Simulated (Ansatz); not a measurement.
This geometry of AlF$_{2}$H$_{3}$OS (8 atoms, charge 0, multiplicity 1) is a first-order saddle point.

The calculation used Ansatz 0.2.0, UKS PBE0-D4/def2-SVP.

```xyz
8
Properties=species:S:1:pos:R:3
Al -0.541 0.626 -0.312
O 1.190 0.182 -0.403
F -1.308 0.664 -1.785
F -0.910 1.784 0.819
H 0.731 -0.990 0.141
S -0.608 -1.539 0.686
H 1.857 0.330 -1.081
H -0.410 -1.058 1.935
```

Q: Which two structures does it join? (They come from a converged band through this point; their orientation in space is the band's.)

A: Bonds broken: H5–S6. Bonds formed: O2–H5.

Image 0:

```xyz
8
Properties=species:S:1:pos:R:3
Al -0.338 0.658 -0.435
O 1.325 0.366 -0.699
F -1.392 0.667 -1.724
F -0.790 1.585 0.879
H 0.718 -1.591 0.748
S -0.634 -1.532 0.700
H 1.853 0.786 -1.379
H -0.741 -0.938 1.910
```

Image 6:

```xyz
8
Properties=species:S:1:pos:R:3
Al -0.621 0.430 -0.107
O 1.310 0.195 -0.393
F -0.947 0.634 -1.734
F -0.734 1.759 0.889
H 1.524 -0.714 -0.125
S -1.051 -1.545 0.771
H 1.538 0.291 -1.331
H -1.019 -1.051 2.029
```

Q: How far does it lie above each of them?

A: 0.184 eV above the first and 0.616 eV above the second. This is the barrier of this one path; another mechanism may lie lower. The orbitals stay closed-shell, which can raise the energy where a bond breaks towards radicals; this wasn't checked here.

Run time: 2.2 min on 2 threads of Intel(R) Xeon(R) 6975P-C (Granite Rapids) (shared host), peak memory 0.29 GiB.
